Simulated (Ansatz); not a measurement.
Reactions of C2H7AlSSi, SMILES `C[C]1([SiH3])[AlH][S]1`.

Gas-phase electronic energies from Ansatz, PBE0-D4/def2-TZVP geometries. CCSD(T)/CBS adds triple-zeta CCSD(T) − MP2 to the extrapolated MP2 energy (def2 sets, frozen cores). This one scheme is used for every species, atoms too. No spin–orbit coupling; open shells (•) take unrestricted orbitals. Spin–orbit coupling would lower the free atoms: a little for Al, C, S, Si. One conformer a species, not always the lowest.

```csv
reaction,HF/CBS(def2) (kJ/mol),MP2/CBS(def2) (kJ/mol)
`C[C]1([SiH3])[AlH][S]1` → `[AlH2][C@H]1C[Si@@H]1S`,25,29
`C[C]1([SiH3])[AlH][S]1` → `C[SiH]1[CH2][Al]1[SH]`,-47,-40
`C[C]1([SiH3])[AlH][S]1` → Al• + 2 C• + 7 H• + S• + Si•,2970,4075
`C[C]1([SiH3])[AlH][S]1` → `C=C[SiH2][S][AlH2]`,-151,-101
```

(1) Give the CCSD(T)/CBS values in the same order. (Best estimate.)

Largest T1 diagnostic: 0.018, for Al•.

## Answers

(1) Computed: 28, -49, 4029, -111 kJ/mol.
